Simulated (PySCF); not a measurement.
C4H6O3S.
Z-matrix (Å and degrees, GFN2-xTB geometry), rows numbered from 1:
```
O 
S   1  1.4331
O   2  1.4243  1  119.81
O   2  1.6223  1  106.27  3   123.83
C   2  1.7631  1  110.19  3  -128.60
C   5  1.3297  2  133.40  1   151.69
C   6  1.5059  5   93.43  2   179.31
C   5  1.5010  2  131.49  1   -28.76
H   4  0.9580  2  108.38  1    -0.05
H   6  1.0728  5  133.98  2    -0.70
H   7  1.0877  6  114.79  5  -115.34
H   7  1.0873  6  114.94  5   116.25
H   8  1.0874  5  114.76  2    65.06
H   8  1.0877  5  115.42  2   -63.71
```

NICS = −σ at a ghost point: NICS(0) at the centroid of the ring atoms, NICS(1) 1 Å to either side along the normal of their mean plane, zz for the tensor component along that normal. Level: GIAO PBE0/pcSseg-1 (PySCF, non-relativistic, gas phase) on the GFN2-xTB geometry, one conformer.

Ring bond lengths (Å), with Mayer bond orders in brackets: C5–C6 1.330 (1.71), C6–C7 1.506 (1.04), C7–C8 1.553 (1.05), C8–C5 1.501 (1.02).

Q: Give the NICS values of each ring in ppm.

A: 
```json
{"ring": "C5–C6–C7–C8", "type": "4-membered carbocycle; formal bonds 1 double, 3 single", "NICS(0)": "-3.0", "NICS(1), two faces": "-2.8 / -2.6", "NICS(1)zz, two faces": "-1.2 / -0.5", "rms pucker (Å)": "0.00", "centre to ring atoms, mean (Å)": "1.04"}
```

Q: What do they say, and how far can they be read as aromaticity?

A: 
- C5–C6–C7–C8: mean NICS(1)zz -0.8 ppm, near zero. C7, C8 have four or more neighbours, and the NICS criterion for π rings isn't applied.

Q: List the ring angles and the Hirshfeld charges of the ring atoms.

A: 
- C5–C6–C7–C8: C5 95.1° (-0.035 e), C6 93.4° (-0.011 e), C7 86.3° (-0.059 e), C8 85.2° (-0.066 e); sum 360.0° against 360° for a flat convex ring.

Q: What are the shieldings of the ring atoms and their hydrogens in the same run (means over atoms taken as equivalent)?

A: 
```tsv
atoms	environment	σ isotropic (ppm)	principal values of the symmetric part, first atom (ppm)
C5	fully substituted alkene carbon	36.3	-58.3, 58.3, 109.0
C6	alkene CH carbon	33.1	-69.6, 20.9, 148.0
C7	allylic carbon	159.5	143.1, 161.0, 174.5
C8	allylic carbon	153.7	147.5, 149.1, 164.5
H10	vinylic hydrogen	24.93	23.8, 23.9, 27.1
H11 (×2)	methylene hydrogen	29.21	25.6, 27.1, 34.9
H13 (×2)	methylene hydrogen	28.79	25.3, 27.3, 33.5
```
